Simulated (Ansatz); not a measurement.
Two isomers of C2H4BCl: A = `C=CBCl`, B = `ClB1CC1`.

Calculated with Ansatz (gas phase, PBE0-D4/def2-TZVP geometries, no zero-point term in ΔE). CBS: MP2 limit from def2 TZ/QZ plus the TZ coupled-cluster correction, frozen cores. Functionals use def2-TZVPP. B3LYP here is the variant with VWN-RPA as its local correlation; programs differ in this. One conformer a species, not always the lowest.

(1) Which isomer does CCSD(T)/CBS put lower? Give the gap. (Estimate.)

(2) Give E(B) − E(A) in kcal/mol with B3LYP-D4, ωB97M-V, MP2/def2-TZVPP, B2PLYP, BLYP-D4, CCSD/def2-TZVPP, HF/def2-TZVPP. (Estimate.)

(3) Does the order hold for the free energy at 298.15 K (harmonic terms from PBE0-D4)? (An estimate is asked.)

Largest T1 diagnostic: 0.012.

Results:

(1) The calculation gave: A, by 16.3 kcal/mol.

(2) Computed: B3LYP-D4 16.7, ωB97M-V 13.5, MP2/def2-TZVPP 14.5, B2PLYP 16.5, BLYP-D4 17.9, CCSD/def2-TZVPP 16.4, HF/def2-TZVPP 21.2. None reverses the order clearly.

(3) The calculation gave: Yes: G(B) − G(A) = +17.3 kcal/mol, for one conformer each.

From BLYP to BHLYP (50 % exact exchange), in def2-TZVPP and without D4, E(B) − E(A) moves by −1.1 kcal/mol. Leaving LDA and LC-ωPBE aside and taking each functional with its dispersion term where it has one, the values spread over 6.9 kcal/mol, from PBE0-D4 to BLYP-D4. LDA lies −4.6 kcal/mol from PBE without D4.
